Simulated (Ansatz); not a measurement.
Reaction (substitution at a C–B bond): `B[CH2][GeH2][Cl]` + H₂S → `S[CH2][GeH2][Cl]` + BH₃

Isolated molecules relaxed with PBE0-D4/def2-TZVP in Ansatz; ΔE leaves out vibrations. CCSD(T)/CBS is the MP2 limit (def2-TZVPP, def2-QZVPP) plus CCSD(T) − MP2 in def2-TZVPP, frozen cores. This one scheme is used for every species. DFT in def2-TZVPP. B3LYP here is the variant with VWN-RPA as its local correlation; programs differ in this. For Ge outer-core shells are correlated without core-valence functions, which leaves a few kJ/mol of doubt a bond. Scalar relativity is left out up to krypton. Each species was taken in one conformer, which may not be the lowest.

| level | ΔE (kcal/mol) |
| --- | --- |
| B97M-V | 21.6 |
| PBE0-D4 | 20.4 |
| B2PLYP | 20.0 |
| revPBE | 21.0 |
| B3LYP | 20.6 |
| LC-ωPBE | 20.6 |
| CCSD(T)/def2-SVP | 20.3 |
| CCSD/CBS(def2) | 19.6 |

What does CCSD(T)/CBS give? (Best estimate.)

Ansatz gave: +19.5 kcal/mol. The listed levels differ from it by 2.1, 0.9, 0.5, 1.5, 1.1, 1.1, 0.8, 0.1 kcal/mol.

Largest T1 diagnostic among the species: 0.010.

At CCSD(T), def2-SVP lies +0.8 kcal/mol from the extrapolated value and def2-TZVPP +0.6 kcal/mol. The D4 term adds −1.2 kcal/mol with B3LYP and −0.6 kcal/mol with PBE0; it sums over pairs of atoms, weighted by their polarisabilities, and B3LYP, whose exchange is more repulsive, gets the larger term. Leaving LDA and LC-ωPBE aside and taking each functional with its dispersion term where it has one, the values, not all of them listed here, spread over 2.5 kcal/mol, from ωB97X-V to B97M-V. LDA lies +1.2 kcal/mol from PBE without D4.
